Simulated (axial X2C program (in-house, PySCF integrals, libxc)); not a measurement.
RbGe: cheaper levels and CCSD(T), 2c

Calculated with an in-house relativistic program for diatomic molecules. Two-component (2c) means X2C with spin–orbit coupling and atomic mean-field two-electron Coulomb and Gaunt terms. Basis: Rb dyall-cv3z [12s13p8d4f1g], Ge dyall-cv3z [9s9p7d4f1g] (cores contracted in-house); Gaussian nuclei, density fitting, unrestricted open shells. Masses: Rb 84.912 u, Ge 73.921 u.

State: Ω = 3/2 (⟨Sz⟩ = 1.50, ⟨Lz⟩ = 0.00 at HF); fragments Rb + Ge.

```json
{"level": "PBE0", "Re (Å)": "3.184", "ωe (cm⁻¹)": "124.0"}
{"level": "HF", "Re (Å)": "3.314", "ωe (cm⁻¹)": "118.9"}
{"level": "MP2", "Re (Å)": "3.206", "ωe (cm⁻¹)": "127.9"}
{"level": "CCSD", "Re (Å)": "3.228", "ωe (cm⁻¹)": "126.1"}
{"level": "LDA", "Re (Å)": "3.111", "ωe (cm⁻¹)": "126.7"}
```

Correlated methods: 13 electrons correlated (number of frozen shells: Rb 3 s, 2 p, 1 d; Ge 3 s, 2 p, 1 d), 299 virtual spin orbitals or spinors in MP2, 90 natural virtuals in coupled cluster.

CCSD(T), same Hamiltonian and basis:

Re = 3.220 Å, ωe = 126.7 cm⁻¹; T1 = 0.008 (Lee–Taylor normalisation).

Q: Give the differences from CCSD(T) in the columns below.

A: 

```csv
level,ΔRe (Å),Δωe (cm⁻¹)
PBE0,-0.036,-2.7
HF,0.094,-7.8
MP2,-0.014,1.2
CCSD,0.008,-0.6
LDA,-0.109,0.0
```

One determinant describes the state; a PBE0 search over occupations chose it and may have missed a lower one. De is not given where an atomic determinant may have missed its ground term or J level, or where the truncated virtual space spoils (T). Density functionals use the spin component along the axis (collinear). CCSD and (T) use frozen natural virtuals with an MP2 correction for the truncation; (T) itself is uncorrected, so its De runs slightly low. PBE0 can misorder states that lie within some tenths of an eV, so this need not be the ground state of the molecule. The nearest other 2c determinant of the search, Ω = 1/2, lies 0.50 eV up at the distance of the search. Without a current term, density functionals place determinants with orbital angular momentum somewhat too high. With several unpaired electrons one determinant need not be a pure state. This is the top spin component of a Σ state; components of lower Ω are not single determinants and can lie lower. With the outer-core shells frozen, correlated bond lengths of heavy atoms tend to come out a few hundredths of an ångström too long.
